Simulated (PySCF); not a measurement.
ZnBr2, SMILES [Zn]([Br])[Br]. Atoms are numbered in the order given.

```xyz
3

Zn     0.0000     0.0000     0.0000
Br     0.0000     0.0000     2.2428
Br     0.0000     0.0000    -2.2428
```
Charge 0, spin multiplicity 1.

Coordinates come from a B3LYP-D3(BJ)/def2-SVP optimisation. The isomer is the one that the SMILES or the coordinates give; other isomers of the formula were not compared.

The numbers are results of PBE/def2-TZVPD run with PySCF, not measurements.

Isolated molecule, no solvent.

```json
{
 "total_energy": "-6926.78665 hartree",
 "point_group": "D∞h",
 "highest_occupied_level": "-7.35 eV",
 "lowest_empty_level": "-2.82 eV",
 "orbital_gap": "4.52 eV",
 "dipole_moment": "0.00 D",
 "quadrupole, principal values (traceless, Buckingham form, about the centre of nuclear charge)": "-5.90, 2.95, 2.95 D·Å",
 "mean_static_polarisability": "72.5 bohr³ (10.75 Å³)",
 "polarisability_principal_values": "55.6, 55.6, 106.5 bohr³"
}
```
